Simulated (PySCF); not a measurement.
BiF3. Atoms are numbered in the order given.

```xyz
4

Bi     0.0000     0.0000     0.2556
F      1.4952     0.8632    -0.7857
F      0.0000    -1.7265    -0.7857
F     -1.4952     0.8632    -0.7857
```

Geometry: PBE0-D3(BJ)/def2-SVP. The isomer is the one that the SMILES or the coordinates give; other isomers of the formula were not compared. The def2 effective core potentials stand for the cores of Bi; spin–orbit coupling is left out.

Calculation: PBE0-D3(BJ)/def2-SVP in PySCF 2.14.0.

Frequencies are harmonic and unscaled.

Modes within 1.5 cm⁻¹ of each other (mostly degenerate sets) share a row, with their intensities summed.

```json
[
 {"mode": "1–2", "ν (cm⁻¹)": "168", "IR (km/mol)": "11.0", "moving atoms (share of kinetic energy)": "F 96 %"},
 {"mode": "3", "ν (cm⁻¹)": "192", "IR (km/mol)": "21.5", "moving atoms (share of kinetic energy)": "F 86 %, Bi 14 %"},
 {"mode": "4–5", "ν (cm⁻¹)": "602", "IR (km/mol)": "155.5", "moving atoms (share of kinetic energy)": "F 91 %, Bi 9 %"},
 {"mode": "6", "ν (cm⁻¹)": "617", "IR (km/mol)": "46.4", "moving atoms (share of kinetic energy)": "F 92 %"}
]
```
